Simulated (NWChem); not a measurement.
Species: SnBrCl, singlet; SMILES [Cl][Sn][Br]

Computed with NWChem. Low-valent species are run as closed-shell singlets; no triplet was tried in these runs. This build's default masses of Se (78.918 u) and Br (79.917 u) are each other's, which moves their modes by up to 0.6 %. def2 effective core potentials on Sn; no spin-orbit coupling. The level has its own optimisation; frequencies are unscaled.

Problem. Estimate the computed values for PBE0/def2-SVP (core potentials). Quantities: r Cl–Sn (Å); r Br–Sn (Å); highest harmonic frequency (cm⁻¹); lowest (cm⁻¹); zero-point energy (kcal/mol).

Solution. 
```
Item                               Result
---------------------------------  ------
r Cl–Sn (Å)                         2.388
r Br–Sn (Å)                         2.538
highest harmonic frequency (cm⁻¹)     360
lowest (cm⁻¹)                          98
zero-point energy (kcal/mol)          1.0
```
